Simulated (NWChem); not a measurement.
SiNH5O2; SMILES N[SiH](O)O

```xyz
9

Si    -0.0157    -0.0144     0.3374
N     -0.0278    -1.6246    -0.2458
O     -1.3053     0.8749    -0.2066
O      1.3007     0.8408    -0.2160
H     -0.0194    -0.1352     1.8215
H     -0.3643    -2.3671     0.3558
H     -0.2129    -1.8285    -1.2218
H     -1.0995     1.7893    -0.4239
H      2.1469     0.3894    -0.1530
```
Atoms are numbered in this order, from 1.

Program: NWChem. Coordinates come from a PBE0/def2-SVP optimisation.

For level PBE/aug-cc-pVDZ:

| Property | Value |
|---|---|
| highest occupied level (eV) | -6.37 |
| orbital gap (eV) | 5.54 |
| dipole (D) | 1.33 |

**Question.** How do the values read with level PBE/cc-pVDZ instead?

**Answer.** 
| Quantity | Result |
|---|---|
| highest occupied level (eV) | -5.86 |
| orbital gap (eV) | 6.52 |
| dipole (D) | 1.44 |
